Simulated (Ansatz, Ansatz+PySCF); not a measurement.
```tsv
atom	x (Å)	y (Å)	z (Å)
C	0.0000	0.0000	0.0000
H	1.0903	0.0000	0.0000
H	-0.5452	0.9443	0.0000
H	-0.5452	-0.9443	0.0000
C	10.0000	0.0000	0.0000
H	11.0903	0.0000	0.0000
H	9.4548	0.9443	0.0000
H	9.4548	-0.9443	0.0000
```

Basis set: STO-3G (spherical functions). Left uncorrelated: 2 orbitals. Correlation on ROHF uses semicanonical orbitals with singles. Charge 0, multiplicity 3.

Computed with Ansatz (development build ahead of 0.2.0); each method stands on the lowest determinant of its kind that the runs found.

Problem. Give the atomization energy at this shape (free ground-state atoms in the same class of orbitals less the molecule, no zero-point energy) of triplet C2H6 in separate pieces by ROHF-CCSD(T), UHF-MP2, ROHF-MP2, UHF, ROHF.

Solution.

```csv
method,atomization energy
ROHF-CCSD(T),28.12 eV
UHF-MP2,27.59 eV
ROHF-MP2,27.51 eV
UHF,26.02 eV
ROHF,25.77 eV
```

This basis has no polarisation functions and is too small for such energies, which can lie far from measured ones in either direction.
